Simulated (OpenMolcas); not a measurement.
# Ag2+ in CaO

Ag2+ with its 6 nearest oxide ions at 2.35 Å, on the Ca site of CaO (a = 4.8105 Å, distance in the model lattice 2.405 Å). The rest of the host is ab initio model potentials to 7.6 Å, with orthogonalisation functions on the cations behind the ligands, and point charges beyond; the distance is set by hand and nothing relaxes. Ligand basis ANO-RCC-VDZP.
```
Ag    0.0000    0.0000    0.0000
O     2.3500    0.0000    0.0000
O     0.0000    2.3500    0.0000
O    -2.3500    0.0000    0.0000
O     0.0000   -2.3500    0.0000
O     0.0000    0.0000    2.3500
O     0.0000    0.0000   -2.3500
```

| Item | Value |
| --- | --- |
| Program | OpenMolcas 26.06 |
| Method | CASSCF |
| Basis | ANO-RCC-VTZP [7s6p4d2f1g] |
| Scalar Hamiltonian | DKH2, point nucleus |
| Active space | 9 electrons in 5 orbitals (4d) |
| State averaging | 2S+1 = 2 even, 5 roots |
| Spin-orbit coupling | state interaction with AMFI integrals over the reference wave functions |

The lowest spin-free states (labels of O, the rotations of Oh), above the lowest:

| State | Degeneracy | E (cm-1) |
| --- | --- | --- |
| 2E | 2 | 0.0 |
| 2T2 | 3 | 12960 |

The lowest levels with spin-orbit coupling:

```csv
E (cm-1),Degeneracy,Label,2S+1,g
0.0,4,Γ8,2,
11591,2,Γ7,2,1.94 1.94 1.94
14316,4,Γ8,2,
```

Powder χT (cm3 K/mol): 0.508 at 2 K, 0.509 at 10 K, 0.51 at 50 K, 0.513 at 100 K, 0.517 at 200 K, 0.522 at 300 K. The effective moment at 300 K is 2.828 √(χT) = 2.04 μB.

The lowest level has 2S+1 = 2, for which the spin-only value is χT = S(S+1) / 2 = 0.375 cm3 K/mol (g = 2). The computed 0.522 at 300 K differs by +0.147, through orbital momentum, spin-orbit coupling and any other state in reach.

Metal share of the active 4d orbitals (Löwdin): 80, 80, 93, 93, 93 %; Mulliken charge of the metal 1.51.

The gap between the two states is 10Dq = 12960 cm-1.

An orbital doublet at a regular site is open to a Jahn-Teller distortion, which this geometry leaves out. The least metal-like active orbital is 80 % on the metal (Löwdin) and no ligand orbital is active, so the numbers are rough. With metal d orbitals alone the field can be off either way by tens of per cent. Ligand-to-metal charge-transfer states are missing. No measured value stands beside these numbers; the geometry was set by hand and not optimised.
